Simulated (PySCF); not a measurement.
Predicted microwave data (PBE0/pcSseg-1 in PySCF (dipole) on a GFN2-xTB geometry, gas phase) for one isomer of C7H11P:

| Item | Value |
| --- | --- |
| Rotational constants | A = 3794, B = 1017, C = 975.4 MHz |
| Dipole components | \|μa\| = 1.06 D, \|μb\| = 0.19 D, \|μc\| = 0.62 D |
| Inertial defect | -111.86 u·Å² |
| κ | -0.97 |

Problem. Which candidate fits, each taken in the one conformer that was computed?
A. `[CH:1]#[C:2][CH2:3][P:4]([CH:5]=[CH2:6])[CH2:7][CH3:8]` with C2–C3–P4–C5 -165°, C3–P4–C5–C6 -126°, C3–P4–C7–C8 -171°
B. `[P:1]#[C:2][CH:3]1[CH2:4][CH2:5][CH2:6][CH2:7][CH2:8]1` with C2–C3–C4–C5 66°, C3–C4–C5–C6 58°, C4–C5–C6–C7 -58°, C5–C6–C7–C8 58°
C. `[CH:1]1=[CH:2][CH2:3][P:4]([CH:5]2[CH2:6][CH2:7]2)[CH2:8]1` with C3–P4–C5–C6 -100°, C1–C2–C3–P4 -13°, C2–C3–P4–C5 -80°, P4–C5–C6–C7 -108°, C3–P4–C8–C1 -16°
D. `[CH2:1]=[CH:2][C:3]1=[CH:4][CH2:5][P:6]([CH3:7])[CH2:8]1` with C1–C2–C3–C4 -176°, C3–C4–C5–P6 15°, C4–C5–P6–C7 79°, C5–P6–C8–C3 18°, C2–C3–C8–P6 167°
E. `[CH3:1][CH:2]([CH3:3])[c:4]1[cH:5][cH:6][pH:7][cH:8]1` with C1–C2–C4–C5 62°

Solution. E. It is CC(C)c1cc[pH]c1, a near-prolate asymmetric top. The candidates at the same level (rigid rotor, commonest isotopes):

| SMILES | A (MHz) | B (MHz) | C (MHz) | μa (D) | μb (D) | μc (D) | Δ (u·Å²) | point group | rotor |
| --- | --- | --- | --- | --- | --- | --- | --- | --- | --- |
| CC(C)c1cc[pH]c1 | 3794 | 1017 | 975.4 | 1.06 | 0.19 | 0.62 | -111.86 | – | near-prolate asymmetric top |
| C1=CCP(C2CC2)C1 | 3368 | 1251 | 1157 | 0.33 | 0.00 | 1.15 | -117.19 | Cs | near-prolate asymmetric top |
| C#CCP(C=C)CC | 2396 | 1141 | 837.3 | 0.87 | 0.07 | 1.16 | -50.28 | C1 | asymmetric top |
| C=CC1=CCP(C)C1 | 3271 | 1161 | 1024 | 0.55 | 0.50 | 0.84 | -96.44 | C1 | asymmetric top |
| P#CC1CCCCC1 | 2805 | 1156 | 1102 | 1.57 | 0.00 | 0.61 | -158.65 | Cs | near-prolate asymmetric top |

`C=CC1=CCP(C)C1` has B 14 % too high; `P#CC1CCCCC1` has A 26 % too low; `C#CCP(C=C)CC` has A 37 % too low; `C1=CCP(C2CC2)C1` has B 23 % too high. No structure here is proved a minimum.
